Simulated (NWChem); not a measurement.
A series in which one site is exchanged, each optimised at PBE0/def2-SVP with NWChem, gas phase unless a solvent is named. All stand in one matching conformer (torsions within 35°), which need not be the lowest. Some are not confirmed as minima by frequencies. def2 effective core potentials on In; no spin-orbit coupling.

A: [CH3][AlH][OH] (CH5AlO; site = Al)
B: [CH3][InH][OH] (CH₅InO; site = In)
C: [CH3][GaH][OH] (CH₅GaO; site = Ga)

Q: Rank them by orbital gap (eV), PBE0/def2-SVP, lowest first.

A: B (6.76), C (7.45), A (7.59)
